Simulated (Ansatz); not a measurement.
`[NH2][GeH2][Si](N)(F)F` + NH₃ → `[NH2][GeH2][NH2]` + `N[SiH](F)F`  (cleavage of the Ge–Si bond)

Gas-phase electronic energies from Ansatz, PBE0-D4/def2-TZVP geometries. CCSD(T)/CBS adds triple-zeta CCSD(T) − MP2 to the extrapolated MP2 energy (def2 sets, frozen cores). This one scheme is used for every species. DFT in def2-TZVPP. For Ge outer-core shells are correlated without core-valence functions, which leaves a few kJ/mol of doubt a bond. Scalar relativity is left out up to krypton. One conformer a species, not always the lowest.

`[NH2][GeH2][Si](N)(F)F`:

```xyz
12

N     0.313   -1.902    1.497
Ge   -0.788   -0.688    0.654
Si    0.621    0.942   -0.341
N    -0.157    1.772   -1.589
F     1.140    2.053    0.673
F     1.948    0.173   -0.796
H    -0.167   -2.698    1.894
H     1.065   -2.238    0.910
H    -1.692   -1.303   -0.450
H    -1.716   -0.091    1.725
H     0.145    2.683   -1.896
H    -0.713    1.298   -2.280
```

NH₃:

Z-matrix (Å, degrees):
```
N
H 1 1.013
H 1 1.013 2 107.1
H 1 1.013 2 107.1 3 -114.5
```

`[NH2][GeH2][NH2]`:

```xyz
9

N     1.349    0.581    0.465
Ge   -0.074   -0.544    0.208
N    -1.211    0.427   -0.850
H     1.856    0.813   -0.378
H     2.001    0.294    1.180
H    -0.573   -0.895    1.630
H     0.200   -1.845   -0.583
H    -1.974   -0.096   -1.256
H    -1.574    1.264   -0.416
```

`N[SiH](F)F`:

Z-matrix (Å, degrees):
```
Si
F 1 1.586
F 1 1.591 2 104.6
N 1 1.684 2 108.1 3 122.7
H 1 1.470 2 111.4 3 -115.3
H 4 1.006 1 121.4 2 160.3
H 4 1.007 1 122.6 2 -42.8
```

Q: Is it downhill or uphill in electronic energy at CCSD(T)/CBS, and by how much? (Best estimate.)

A: Ansatz gave: Downhill: ΔE = -3.2 kcal/mol.

Q: What do these levels give: r2SCAN-D4, ωB97X-V, ωB97M-V, PBE, r2SCAN, HF/def2-TZVPP, SCS-MP2/def2-TZVPP, MP2/def2-QZVPP, SCS-MP2/def2-QZVPP, HF/CBS(def2), MP2/CBS(def2), CCSD/CBS(def2)? (An estimate is asked.)

A: The calculation gave: r2SCAN-D4 -1.7, ωB97X-V -2.7, ωB97M-V -2.8, PBE 0.3, r2SCAN -2.1, HF/def2-TZVPP -8.2, SCS-MP2/def2-TZVPP -5.9, MP2/def2-QZVPP -4.8, SCS-MP2/def2-QZVPP -5.7, HF/CBS(def2) -8.4, MP2/CBS(def2) -4.4, CCSD/CBS(def2) -3.6 kcal/mol.

Largest T1 diagnostic among the species: 0.012.

The D4 term adds +1.7 kcal/mol with B3LYP and +1.0 kcal/mol with PBE0; it sums over pairs of atoms, weighted by their polarisabilities, and B3LYP, whose exchange is more repulsive, gets the larger term. From PBE to PBE0 (25 % exact exchange), in def2-TZVPP and without D4, ΔE moves by −1.5 kcal/mol. In def2-TZVPP, CCSD(T) changes the Hartree–Fock value by +4.3 kcal/mol (the triples alone add +0.5 kcal/mol) and MP2 by +3.0 kcal/mol.

B3LYP here is the variant with VWN-RPA as its local correlation; programs differ in this.
